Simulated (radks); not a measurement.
Q: Method: scalar-relativistic Kohn-Sham, PBEsol, spin-polarised, spherical densities, point nucleus; open shells are filled with parallel spins first (spin-orbit coupling, left out, can overturn this in heavy ions); computed with a radial shooting solver on a logarithmic mesh with Libxc functionals. Each species is in its NIST ground configuration. Rank Ru2+, Mo2+, Ag2+, Cd2+, Nb2+, Tc2+, Pd2+, Zr2+, Rh2+ by Delta-SCF ionisation energy (eV), largest first.

A: Cd2+ 37.802, Ag2+ 35.577, Pd2+ 33.292, Rh2+ 30.921, Tc2+ 30.002, Ru2+ 28.430, Mo2+ 27.809, Nb2+ 25.534, Zr2+ 23.139.
